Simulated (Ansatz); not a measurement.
Geometry optimisation, Ansatz, RKS PBE/def2-SVP.

The input (input.yaml):

```yaml
crystal:
  periodic: [false, false, false]
  atoms:
    - { symbol: Hf, position_ang: [0.0, 0.0, 0.0] }
    - { symbol: F, position_ang: [0.0, 0.0, 2.33] }
    - { symbol: Cl, position_ang: [2.3764, 0.0, -0.8392] }
    - { symbol: Cl, position_ang: [-1.1869, 2.0563, -0.8392] }
    - { symbol: Cl, position_ang: [-1.1869, -2.0563, -0.8392] }
    - { symbol: O, position_ang: [-2.2491, 0.0, 0.7473] }
    - { symbol: Si, position_ang: [-3.489, -0.9102, 0.0716] }
    - { symbol: H, position_ang: [-2.9881, -2.2382, -0.2706] }
    - { symbol: H, position_ang: [-4.5811, -1.0354, 1.0325] }
    - { symbol: H, position_ang: [-3.977, -0.249, -1.1352] }
    - { symbol: H, position_ang: [-1.3253, 0.0, 1.9476] }
basis:
  gaussian: { orbitals: def2-SVP }
hamiltonian:
  xc: pbe
relax:
  f_tol: 0.15
  max_steps: 25
  restrain:
    - { distance: [0, 5], at: 3.27, k: 30.0 }
    - { distance: [10, 1], at: 2.12, k: 30.0 }
    - { distance: [0, 1], at: 1.98, k: 30.0 }
    - { distance: [10, 5], at: 1.01, k: 30.0 }
output:
  orbitals: {}
```

Run as:

```bash
$ ansatz run input.yaml --threads 4 --pin off --max-ram 5120MiB --backend cpu --events-out ev --progress --plain --runs-dir out
```

Q: Where does it end, and by what steps?

A: The forces met the threshold. The restraints hold the end off the free minimum; the threshold counts their pulls, which the force column leaves out. Restrained pairs: Hf1–O6 (2.37 → 3.26 Å), F2–H11 (1.38 → 2.12 Å), Hf1–F2 (2.33 → 1.96 Å), O6–H11 (1.51 → 0.99 Å). After 10 steps the energy has fallen by 4.136 eV (the restraints' own energy left out); Cl5 moved furthest, 1.28 Å.

```
step  energy less start (eV)  largest force component (eV/Å)  accepted
   0                  0.0000                           4.405       yes
   1                 -0.5697                           4.582       yes
   2                 -1.5302                           4.562       yes
   3                 -2.8194                           3.493       yes
   4                 -3.4899                           1.135       yes
   5                 -3.8167                           1.018       yes
   6                 -3.9844                           1.004       yes
   7                 -4.0685                           0.910       yes
   8                 -4.1142                           0.897       yes
   9                 -4.1241                           0.772       yes
  10                 -4.1360                           0.802       yes
```

```xyz
11
Properties=species:S:1:pos:R:3
Hf 0.477 0.140 -0.223
F 0.023 -0.134 1.660
Cl 2.813 0.168 -0.294
Cl -0.205 2.200 -1.109
Cl -0.194 -1.672 -1.557
O -2.608 -0.004 0.810
Si -3.912 -1.019 0.419
H -3.487 -2.454 0.268
H -4.977 -0.943 1.482
H -4.439 -0.493 -0.880
H -2.098 -0.223 1.630
```

Time of the run: 39 s on 4 threads of Intel(R) Xeon(R) Platinum 8259CL CPU @ 2.50GHz (Skylake/Cascade Lake), with other jobs on the host, peak memory 0.27 GiB.
